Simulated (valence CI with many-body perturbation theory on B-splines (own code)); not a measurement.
Ladder of approximations for Gd43+

Computed by relativistic CI+MBPT: three valence electrons over a frozen Dirac-Fock core [Ar], radial functions for each j: 9 s, 9 p, 10 d, 8 f, 5 g, 3 h, 1 i, with the one-electron correlation potential Σ1 (screened to all orders), the two-electron term Σ2, the three-electron term Σ3, Breit, model QED; selected single and double excitations, second order for the rest (own B-spline code, finite nucleus).

The last digits are not significant, and no measured levels were compared; by estimate large intervals hold to a few tenths of a per cent, small ones and those within an open d or f shell to about a per cent. Only levels of the ground parity were solved; by the run's estimate the other parity begins above the list, which can be wrong where configurations are misplaced.

Each rung adds one term. CI alone is the Dirac-Coulomb CI over the frozen core; QED comes last and gives the full result, which names the levels. Energies are above (3d3/2^3) J=3/2 on the same rung, in cm⁻¹.

Levels are named by their leading jj configuration (3d3/2^4 stands for four electrons in 3d with j = 3/2), which in mixed levels can hold well under half, so a name can repeat and another be missing. Letters in brackets count levels of one name in rising energy.

```tsv
Level	CI alone	Σ1	Σ2	Σ3	Breit	QED	Full
(3d3/2^2 3d5/2) J=5/2 [a]	245793	+1387	+3070	+190	-8734	+819	242524
(3d3/2^2 3d5/2) J=3/2	293112	+1365	-715	+1121	-7013	+786	288657
(3d3/2^2 3d5/2) J=7/2	316197	+1492	+1957	-8	-13782	+857	306713
(3d3/2^2 3d5/2) J=9/2	323905	+1436	+2846	-138	-16020	+820	312849
(3d3/2^2 3d5/2) J=1/2	329875	+1418	-2631	+1382	-8348	+806	322501
(3d3/2^2 3d5/2) J=5/2 [b]	472335	+1692	-3841	+421	-9332	+931	462206
(3d3/2 3d5/2^2) J=7/2 [a]	557264	+2772	+4176	+38	-18188	+1612	547674
(3d3/2 3d5/2^2) J=9/2	587863	+2853	+4726	+360	-22765	+1652	574690
(3d3/2 3d5/2^2) J=3/2 [a]	619706	+2842	-21	-234	-14650	+1632	609274
(3d3/2 3d5/2^2) J=1/2	639599	+2870	-1678	+1741	-16026	+1642	628148
(3d3/2 3d5/2^2) J=11/2	658523	+2889	+4416	+340	-26560	+1646	641255
(3d3/2 3d5/2^2) J=5/2 [a]	663960	+2750	-2548	-166	-15550	+1556	650002
(3d3/2 3d5/2^2) J=5/2 [b]	707947	+2969	-2137	-209	-17863	+1674	692381
(3d3/2 3d5/2^2) J=7/2 [b]	723330	+2894	-2484	+689	-20506	+1623	705545
(3d3/2 3d5/2^2) J=3/2 [b]	833420	+3202	-4230	+810	-15178	+1777	819802
(3d5/2^3) J=9/2	892846	+4260	+5273	-185	-28768	+2463	875889
(3d5/2^3) J=3/2	997965	+4156	-3759	+561	-22174	+2351	979101
(3d5/2^3) J=5/2	1061100	+4293	-2741	+140	-22138	+2414	1043070
```

The middle columns are the shifts that each term adds.

(1) How does the ionisation energy move along the ladder, and which term matters most?

## Answers

(1) CI alone 3419.0, + Σ1 3421.6, + Σ2 3427.4, + Σ3 3427.5, + Breit 3424.9, + QED 3425.0 eV. The largest step is Σ2, 5.8 eV. NIST lists 3424 ± 4 eV (theoretical).
